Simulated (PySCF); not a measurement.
## `[SiH3]C1=CC=C[SiH2]1`, C4H8Si2

Geometry:
```json
{"atom": "Si1", "x (Å)": "2.318", "y (Å)": "-0.124", "z (Å)": "0.160"}
{"atom": "C2", "x (Å)": "0.464", "y (Å)": "-0.060", "z (Å)": "0.047"}
{"atom": "C3", "x (Å)": "-0.363", "y (Å)": "-0.977", "z (Å)": "0.614"}
{"atom": "C4", "x (Å)": "-1.822", "y (Å)": "-0.806", "z (Å)": "0.446"}
{"atom": "C5", "x (Å)": "-2.231", "y (Å)": "0.265", "z (Å)": "-0.268"}
{"atom": "Si6", "x (Å)": "-0.679", "y (Å)": "1.171", "z (Å)": "-0.799"}
{"atom": "H7", "x (Å)": "2.856", "y (Å)": "1.109", "z (Å)": "0.817"}
{"atom": "H8", "x (Å)": "2.934", "y (Å)": "-0.206", "z (Å)": "-1.202"}
{"atom": "H9", "x (Å)": "2.736", "y (Å)": "-1.320", "z (Å)": "0.955"}
{"atom": "H10", "x (Å)": "0.006", "y (Å)": "-1.837", "z (Å)": "1.188"}
{"atom": "H11", "x (Å)": "-2.507", "y (Å)": "-1.533", "z (Å)": "0.895"}
{"atom": "H12", "x (Å)": "-3.286", "y (Å)": "0.481", "z (Å)": "-0.449"}
{"atom": "H13", "x (Å)": "-0.491", "y (Å)": "1.235", "z (Å)": "-2.281"}
{"atom": "H14", "x (Å)": "-0.569", "y (Å)": "2.558", "z (Å)": "-0.251"}
```

The calculation used quadratic response CAM-B3LYP/def2-TZVPD first hyperpolarisability, Taylor convention, gas phase in PySCF 2.14.0. Geometry: PBE0-D3(BJ)/def2-SVP.

Task: What is the first hyperpolarisability, and how does it disperse?

Result: In au, Taylor convention; the vector part is βᵢ = ⅓ Σⱼ (βᵢⱼⱼ + βⱼᵢⱼ + βⱼⱼᵢ); β∥ is 3/5 of the vector part along the dipole, the dipole points from − to +:
| process | λ (nm) | β vector norm | β∥ | β HRS | depolarisation ratio |
| --- | --- | --- | --- | --- | --- |
| static β(0;0,0) | ∞ | 154.4 | 82.9 | 67.1 | 4.31 |
| second harmonic β(−2ω;ω,ω) | 1907 | 159.7 | 84.9 | 69.7 | 4.26 |
| Pockels β(−ω;ω,0) | 1907 | 156.1 | 83.6 | – | – |
| second harmonic β(−2ω;ω,ω) | 1064 | 172.2 | 89.2 | 76.0 | 4.15 |
| Pockels β(−ω;ω,0) | 1064 | 160.0 | 85.1 | – | – |

Task: Which lowest excitations, dipole and polarisabilities go with it?

Result: S1 4.35 eV (f = 0.114); S2 5.20 eV (f = 0.000); S3 5.89 eV (f = 0.001); dipole 1.24 D; isotropic α 100.7 au static, 101.1 au at 1907 nm, 102.0 au at 1064 nm, 102.4 au at 953.5 nm, 106.8 au at 532 nm.
